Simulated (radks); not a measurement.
Spin polarisation of the 1s1 shell in Be3+. Start: 1s(up 0.5, down 0.5); electrons of 1s are moved from spin down to spin up, other shells keep equal spins. All-electron calculation, scalar-relativistic Kohn-Sham, r2SCAN, spin-polarised, spherical densities, finite nucleus; meta-GGA in the generalised Kohn-Sham scheme; Fermi nuclear charge, rms radius of each element as measured or else 0.836 A^(1/3) + 0.57 fm. Program: a radial shooting solver on a logarithmic mesh with Libxc functionals.

moment (Bohr magnetons)	E - E(0) (eV)	e(1s up) (eV)	e(1s down) (eV)
0	0.000	-186.91	-186.91
0.25	-0.365	-189.58	-183.71
0.5	-1.486	-191.86	-179.67
0.75	-3.455	-193.77	-174.23

At moment 0.75 the spin-polarisation energy is -3.455 eV and the 1s exchange splitting 19.536 eV, that is 26.047 eV per Bohr magneton; E = -I m^2/4 would give I = 24.571 eV.
